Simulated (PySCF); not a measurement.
C₃H₁₀Hf, multiplicity 1. Atoms are numbered in the order given.

```xyz
14

Hf     0.0000     0.0000    -0.1817
C     -1.8074     1.0435     0.5295
H     -1.5930     1.9578     1.1269
H     -2.4920     0.4007     1.1269
H     -2.3663     1.3662    -0.3830
C      1.8074     1.0435     0.5295
H      2.3663     1.3662    -0.3830
H      2.4920     0.4007     1.1269
H      1.5930     1.9578     1.1269
C      0.0000    -2.0870     0.5295
H      0.0000    -2.7324    -0.3830
H     -0.8990    -2.3585     1.1269
H      0.8990    -2.3585     1.1269
H      0.0000     0.0000    -2.0613
```
Charge 0, spin multiplicity 1.

The structure is a stationary point at PBE-D3(BJ)/def2-SVP. The spin state was assumed, not searched. The def2 effective core potentials stand for the cores of Hf; spin–orbit coupling is left out.

Method: PBE-D3(BJ)/def2-SVP (PySCF).

Frequencies are harmonic and unscaled.

Modes within 1.5 cm⁻¹ of each other (mostly degenerate sets) share a row, with their intensities summed.

Problem. List the normal modes with their intensities. (Estimate from the structure and the level; the computed values follow.)

Solution. 
| mode | ν (cm⁻¹) | IR (km/mol) | moving atoms (share of kinetic energy) |
|---|---|---|---|
| 1 | 67 | 0.0 | H 100 % |
| 2–3 | 81 | 0.1 | H 98 % |
| 4 | 111 | 0.1 | C 46 %, H 39 %, Hf 15 % |
| 5–6 | 131 | 0.6 | C 55 %, H 39 % |
| 7–8 | 293 | 1.5 | H 93 % |
| 9 | 332 | 0.0 | H 87 %, C 13 % |
| 10 | 429 | 0.6 | H 58 %, C 42 % |
| 11–12 | 439 | 11.0 | H 50 %, C 47 % |
| 13–15 | 526 | 102.4 | H 54 %, C 40 % |
| 16–17 | 572 | 200.7 | H 84 %, C 13 % |
| 18–19 | 1109 | 54.9 | H 77 %, C 23 % |
| 20 | 1111 | 1.2 | H 77 %, C 23 % |
| 21 | 1338 | 0.0 | H 94 % |
| 22–23 | 1342 | 12.3 | H 94 % |
| 24–26 | 1346 | 29.9 | H 95 % |
| 27 | 1623 | 368.5 | H 99 % |
| 28–29 | 2917 | 0.0 | H 97 % |
| 30 | 2919 | 2.7 | H 97 % |
| 31–32 | 3013 | 0.6 | H 91 %, C 9 % |
| 33 | 3016 | 13.6 | H 91 %, C 9 % |
| 34 | 3038 | 0.0 | H 91 %, C 9 % |
| 35–36 | 3042 | 13.9 | H 91 %, C 9 % |
